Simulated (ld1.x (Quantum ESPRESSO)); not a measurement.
## What one change does to a pseudopotential (tantalum, TM)

```json
{
  "Element": "tantalum (Ta)",
  "Generator": "ld1.x (Quantum ESPRESSO) 7.5",
  "Type": "norm-conserving Troullier–Martins (Kleinman–Bylander form)",
  "Functional": "PBE",
  "Relativity": "scalar-relativistic",
  "Frozen core": "[Xe] 4f14",
  "Valence charge": "5",
  "Reference configuration": "5d3 6s1 6p1",
  "Partial waves": "6s (bound): rc 2.90 bohr; 5d (bound): rc 2.05 bohr; 6p (bound): rc 2.90 bohr",
  "Local potential": "the p channel",
  "Core correction": "Bessel-smoothed model core inside 1.30 bohr"
}
```

Change: core correction Bessel-smoothed model core inside 2.50 bohr.

Cutoffs: the cutoffs (Ry, on a coarse ladder) from which the occupation-weighted sum of valence levels, in a spherical-Bessel basis at the reference potential, stays within 10 and 1 mRy of its value at 400 Ry; they do not see the model core or the augmentation charge, which bear on the density cutoff. Errors are all-electron minus pseudo energies relative to the spin-unpolarised reference configuration.

Predict the effect on cutoff, ghosts and configuration errors.

The potential gets neither clearly harder nor softer (30 Ry and 35 Ry → 30 Ry and 35 Ry); of the 7 tests that both files solve, the error grows in 0 and shrinks in 2 by more than 15 % and 0.3 meV (median size 54.1 → 40.3 meV); neither file shows a bound ghost. A wider model core is smoother and lowers the density cutoff, which this test does not measure.

```csv
quantity,base,changed
"cutoff, loose",30 Ry,30 Ry
"cutoff, tight",35 Ry,35 Ry
bound ghosts,none,none
"error for 5d3 6s2 6p0, meV [ΔE -4.18 eV]",-0.7,+0.6
"error for 5d3 6s1 6p0, meV [ΔE 4.29 eV]",-5.5,-5.1
"error for 5d3 6s0 6p0, meV [ΔE 19.26 eV]",-42,-35
"error for 5d4 6s1 6p0, meV [ΔE -2.08 eV]",-71,-66
"error for 5d2 6s2 6p1, meV [ΔE -1.19 eV]",-54,-40
"error for 5d4 6s0 6p0, meV [ΔE 5.72 eV]",-128,-111
"error for 5d2 6s0 6p0, meV [ΔE 42.86 eV]",-246,-216
s: phases at 3.17 bohr within 0.05 rad from the reference energy up to (Ry; the scan ends near 5),-0.1,-0.1
p: phases at 3.17 bohr within 0.05 rad from the reference energy up to (Ry; the scan ends near 5),1.1,1.1
d: phases at 3.17 bohr within 0.05 rad from the reference energy up to (Ry; the scan ends near 5),0.6,0.6
```
